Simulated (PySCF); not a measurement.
Delta-SCF ions had no search for a lower state. Excitations are Tamm–Dancoff values on a coarser integration grid. The basis has no diffuse functions, so Rydberg states are missing or too high.

CH2N2Si, SMILES `N#CN=[SiH2]` (charge 0, multiplicity 1)

Calculation: TPSSh-D3(BJ)/def2-TZVP // CAM-B3LYP-D3(BJ)/def2-TZVP (PySCF).

* **HOMO**: -6.92 eV
* **dipole moment**: 6.58 D
* **LUMO**: -3.38 eV
* **HOMO–LUMO gap**: 3.54 eV
* **S1 excitation (TDA)**: 2.96 eV
* **S1 oscillator strength**: 0.000
* **brightest of the four lowest singlets (TDA)**: 4.50 eV
* **T1 excitation (TDA)**: 2.61 eV
* **S1–T1 gap (TDA)**: 0.34 eV
* **vertical ionisation energy (Delta-SCF)**: 9.62 eV
* **total energy**: -438.3458 Ha
* **cost**: roughly 2.9 core-minutes

```xyz
6

N      2.7394    -0.0470     0.1118
C      1.6082    -0.2733     0.0579
N      0.3419    -0.5789    -0.0041
Si    -1.0806     0.1055    -0.0414
H     -1.3504     1.5531    -0.0068
H     -2.2586    -0.7594    -0.1175
```
Charge 0, spin multiplicity 1.
